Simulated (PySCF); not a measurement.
Al2(mu-Cl)2(F)4, Al2Cl2F4, singlet, CAM-B3LYP/def2-SVP optimised geometry.

```
8

Al    -0.38    -0.62     0.00
Al    -1.88     1.17    -2.11
Cl    -1.13     1.51     0.00
F     -1.27    -1.51     1.05
F      1.27    -0.62     0.00
Cl    -1.13    -0.96    -2.11
F     -3.53     1.17    -2.11
F     -0.99     2.07    -3.16
```

Density from CAM-B3LYP/def2-TZVP in PySCF 2.14.0 at that geometry.

Minimum of the electron density along straight lines between bonded atoms, close to the bond critical point (lines longer than 1.1 times the sum of covalent radii, or with two minima, are not listed):

```json
[
 {"bond": "Al1–Cl3", "length / Å": "2.262", "ρ at the minimum / e bohr⁻³": "0.052", "∇²ρ there / e bohr⁻⁵": "0.19", "position (fraction from the first atom)": "0.37"},
 {"bond": "Al2–Cl3", "length / Å": "2.263", "ρ at the minimum / e bohr⁻³": "0.052", "∇²ρ there / e bohr⁻⁵": "0.19", "position (fraction from the first atom)": "0.37"},
 {"bond": "Al1–F4", "length / Å": "1.644", "ρ at the minimum / e bohr⁻³": "0.117", "∇²ρ there / e bohr⁻⁵": "0.93", "position (fraction from the first atom)": "0.44"},
 {"bond": "Al1–F5", "length / Å": "1.644", "ρ at the minimum / e bohr⁻³": "0.117", "∇²ρ there / e bohr⁻⁵": "0.93", "position (fraction from the first atom)": "0.44"},
 {"bond": "Al1–Cl6", "length / Å": "2.263", "ρ at the minimum / e bohr⁻³": "0.052", "∇²ρ there / e bohr⁻⁵": "0.19", "position (fraction from the first atom)": "0.37"},
 {"bond": "Al2–Cl6", "length / Å": "2.262", "ρ at the minimum / e bohr⁻³": "0.052", "∇²ρ there / e bohr⁻⁵": "0.19", "position (fraction from the first atom)": "0.37"},
 {"bond": "Al2–F7", "length / Å": "1.644", "ρ at the minimum / e bohr⁻³": "0.117", "∇²ρ there / e bohr⁻⁵": "0.93", "position (fraction from the first atom)": "0.44"},
 {"bond": "Al2–F8", "length / Å": "1.644", "ρ at the minimum / e bohr⁻³": "0.117", "∇²ρ there / e bohr⁻⁵": "0.93", "position (fraction from the first atom)": "0.44"}
]
```
